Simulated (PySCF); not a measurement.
Structure problem from calculated spectra and properties.

Elements present: C, H, O and Si. Monoisotopic mass: 158.0583 u.

- Rotational structure: rotational constants A, B, C: 2.105, 0.762, 0.671 GHz [GFN2-xTB]
- Dipole: 3.68 D [PBE0/pcSseg-1]
- NMR, other nuclei: isotropic shieldings of nuclei other than C and H, by class: -323 (1 O), 425 (1 Si), 462 (1 Si) ppm [GIAO PBE0/pcSseg-1]
- 13C NMR: chemical shifts (computed TMS as zero) by class: 216.7 (1 C), 56.2 (1 C), 36.5 (1 C), 30.2 (1 C), 28.8 (1 C), 28.7 (1 C) ppm [GIAO PBE0/pcSseg-1]
- 1H NMR: chemical shifts (computed TMS as zero) by class: 9.62 (1 H), 4.29 (1 H), 4.11 (1 H), 3.38 (3 H), 2.58 (1 H), 2.25 (1 H), 1.96 (1 H), 1.91 (1 H), 1.89 (1 H), 1.61 (1 H), 1.03 (1 H), 0.93 (1 H) ppm [GIAO PBE0/pcSseg-1]

Gas-phase values; electronic properties from PySCF, density fitting. Levels stand in brackets. The structure is a single GFN2-xTB conformer in the gas phase; no vibrational or solvent corrections. GFN2-xTB frequencies show an imaginary mode (25i cm⁻¹), so this geometry is no minimum at that level. Each NMR value is the plain mean over a class of atoms that symmetry, rotation or inversion makes alike.

Question: Which formula fits the mass and the elements?

Answer: C6H14OSi2 (calculated 158.0583). No other formula that holds each of these elements comes within 0.0003 u with a fitting electron parity and a possible valence count.

Question: Propose a structure and show how it fits.

Answer: Numbering: `[O:1]=[CH:2][C@@H:3]1[CH2:4][CH2:5][CH2:6][C@@H:7]1[SiH2:8][SiH3:9]`. Its formula, C6H14OSi2, gives 2 degrees of unsaturation: 1 ring and 1 π bond in the structure found. 6 carbons fall into 6 classes; from least to most shielded: aldehyde carbon [C2] (216.7 ppm), sp3 carbon next to a carbonyl [C3] (56.2 ppm), ring CH2 carbon [C6] (36.5 ppm), ring CH2 carbon [C5] (30.2 ppm), ring CH2 carbon [C4] (28.8 ppm), ring sp3 carbon bound to silicon [C7] (28.7 ppm). Hydrogen classes from least to most shielded: 1 H on an aldehyde carbon, C2 (9.62 ppm), 1 H on an SiH2 silicon, Si8 (4.29 ppm), 1 H on an SiH2 silicon, Si8 (4.11 ppm), 3 H on an SiH3 silicon, Si9 (3.38 ppm), 1 H on an sp3 carbon next to a carbonyl, C3 (2.58 ppm), 1 H on a ring CH2 carbon, C4 (2.25 ppm), 1 H on a ring CH2 carbon, C5 (1.96 ppm), 1 H on a ring CH2 carbon, C6 (1.91 ppm), 1 H on a ring CH2 carbon, C4 (1.89 ppm), 1 H on a ring CH2 carbon, C5 (1.61 ppm), 1 H on an sp3 carbon bound to silicon, C7 (1.03 ppm), 1 H on a ring CH2 carbon, C6 (0.93 ppm). The other shieldings belong to: -323 ppm, aldehyde oxygen [O1]; 425 ppm, SiH2 silicon [Si8]; 462 ppm, SiH3 silicon [Si9]. The optimised geometry has point group C1 and is an asymmetric top. Structure: `O=C[C@@H]1CCC[C@@H]1[SiH2][SiH3]`. Computed isomers that give other values at the same levels: `C=C(C)[Si@H]([SiH3])C1COC1` (13C chemical shifts (computed TMS as zero) by class: 152.3 (1 C), 135.0 (1 C), 76.0 (1 C), 75.3 (1 C), 27.2 (1 C), 21.5 (1 C) ppm); `C=C[SiH2][SiH2]C(C)(C)C=O` (13C chemical shifts (computed TMS as zero) by class: 221.2 (1 C), 145.8 (1 C), 140.7 (1 C), 41.2 (1 C), 24.7 (2 C) ppm); `CO[C@@H]1[SiH2]C=C1CC[SiH3]` (13C chemical shifts (computed TMS as zero) by class: 180.8 (1 C), 132.1 (1 C), 83.1 (1 C), 60.4 (1 C), 34.2 (1 C), 2.4 (1 C) ppm). The assignments are read from this structure; whether some other isomer fits the data as well wasn't checked. The mirror image fits equally.
